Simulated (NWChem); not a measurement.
System meant: PbH₂SO, singlet; SMILES [OH][Pb][SH]

Here is an NWChem input.

```
start job
memory heap 200 mb stack 900 mb global 1100 mb
geometry units angstroms noautoz
  Pb    -0.263109    -0.399538    -0.001451
  O      1.705725    -1.130303     0.000361
  H      2.382033    -0.441114     0.000182
  S      0.379149     2.086606    -0.003332
  H     -0.911818     2.488644    -0.004495
end
basis spherical
  * library def2-svp
end
ecp
  Pb library def2-ecp
end
dft
  xc pbe0
  iterations 4
  mulliken
end
task dft energy
```

End of the output:

```
    Atom       Charge   Shell Charges
 -----------   ------   -------------------------------------------------------
    1 Pb  22    21.61   1.49  0.48  1.10  0.77  3.09  2.71  1.05  0.68  9.32  0.93
    2 O    8     8.33   1.97  0.91  0.66  2.65  2.11  0.01
    3 H    1     0.94   0.56  0.19  0.19
    4 S   16    16.11   2.00  1.95  1.00  0.72  5.81  1.88  2.71  0.04
    5 H    1     1.02   0.61  0.32  0.08

 center of mass
 --------------
 x =  -0.08281468 y =  -0.13380793 z =   0.00000000

 moments of inertia (a.u.)
 ------------------
         700.709210424417           0.000000000000           0.000000000000
           0.000000000000         251.168322212473           0.000000000000
           0.000000000000           0.000000000000         951.877532636890

     Multipole analysis of the density
     ---------------------------------

     L   x y z        total         alpha         beta         nuclear
     -   - - -        -----         -----         ----         -------
     0   0 0 0     -0.000000    -24.000000    -24.000000     48.000000

     1   1 0 0     -0.991714    -13.416604    -13.416604     25.841494
     1   0 1 0     -0.287230    -20.690258    -20.690258     41.093286
     1   0 0 1      0.000000      0.000000      0.000000      0.000000

     2   2 0 0    -33.649050    -78.753044    -78.753044    123.857037
     2   1 1 0      0.907571     14.649228     14.649228    -28.390886
     2   1 0 1      0.000000      0.000000      0.000000      0.000000
     2   0 2 0    -39.488791   -182.336127   -182.336127    325.183462
     2   0 1 1      0.000000      0.000000      0.000000      0.000000
     2   0 0 2    -33.916060    -16.958030    -16.958030      0.000000

 ------------------------------------------------------------------------
 dft energy failed                                                                                  0
 ------------------------------------------------------------------------
 ------------------------------------------------------------------------
  current input line :
    21: task dft energy
 ------------------------------------------------------------------------
 ------------------------------------------------------------------------
 This type of error is most commonly associated with calculations not reaching convergence criteria
 ------------------------------------------------------------------------
 For more information see the NWChem manual at https://nwchemgit.github.io

0:dft energy failed:Received an Error in Communication
```

### Question
Can this run be used? If not, why, and what is the fix?

### Answer
The run did not converge; its last values are not results. Cause: the SCF was allowed too few iterations. This input runs:
```
start job
memory heap 200 mb stack 900 mb global 1100 mb
geometry units angstroms noautoz
  Pb    -0.263109    -0.399538    -0.001451
  O      1.705725    -1.130303     0.000361
  H      2.382033    -0.441114     0.000182
  S      0.379149     2.086606    -0.003332
  H     -0.911818     2.488644    -0.004495
end
basis spherical
  * library def2-svp
end
ecp
  Pb library def2-ecp
end
dft
  xc pbe0
  iterations 150
  mulliken
end
task dft energy
```
It converges to -667.13095 Ha (PBE0/def2-SVP with def2 effective core potentials on Pb).
